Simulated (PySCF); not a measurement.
SMILES OC(CC[SiH3])=O (C3H8O2Si) at its GFN2-xTB optimised geometry (Å):

```
14

O      2.2959    -0.0875     0.0000
C      1.0953    -0.0875     0.0000
O      0.3803    -1.2234     0.0259
C      0.2027     1.1189     0.0000
C     -0.4515     1.2797     1.3758
Si    -1.5257    -0.2035     1.9141
H      0.9642    -1.9959     0.0764
H      0.8025     1.9959    -0.2501
H     -0.5698     0.9779    -0.7572
H     -1.0652     2.1813     1.3480
H      0.3286     1.4613     2.1170
H     -2.4434     0.3108     2.9374
H     -0.7141    -1.2584     2.5207
H     -2.2959    -0.7020     0.7776
```

Method: PySCF with B3LYP/def2-TZVP. Cells within 0.4 Å of a nucleus heavier than hydrogen are left out (blank, or x).

Map of the log10 of the electron density (e/bohr³), floored at −4 on the plane z = 1.2 Å:

```
|0000000000000000000000000000000|
|0000000000000000000000000000000|
|0000000000011100000000000000000|
|0000000001222221000000000000000|
|0000000023344432211000000000000|
|0000000134555544322100000000000|
|0000001245677765433210000000000|
|0000001346799876554321000000000|
|0000002356899987765432100000000|
|0000012356899998876432110000000|
|0000112356789xx9876533221100000|
|0000123456789xx9876543333210000|
|0001234556789999876544444321000|
|0012345667789998766555554432000|
|0013456677888877666555655432100|
|0123467788887776656666665542100|
|0123567898877665555666665432100|
|0124568999877666665555555432100|
|0123567888776666666555544331000|
|0023467777766666666544443321000|
|0012455666655556665543332210000|
|0001334555544455555433221100000|
|0001123333333444444432110000000|
|0000012222222333333321100000000|
|0000000111111122222211000000000|
|0000000000000001111100000000000|
|0000000000000000000000000000000|
|0000000000000000000000000000000|
|0000000000000000000000000000000|
|0000000000000000000000000000000|
|0000000000000000000000000000000|
```
Scale: ten equal steps from -4.00 (start of '0') to -0.588 (end of '9'), in the order '0123456789'; x runs from -4.50 to 4.50, y from -4.50 (bottom) to 4.50 (top).
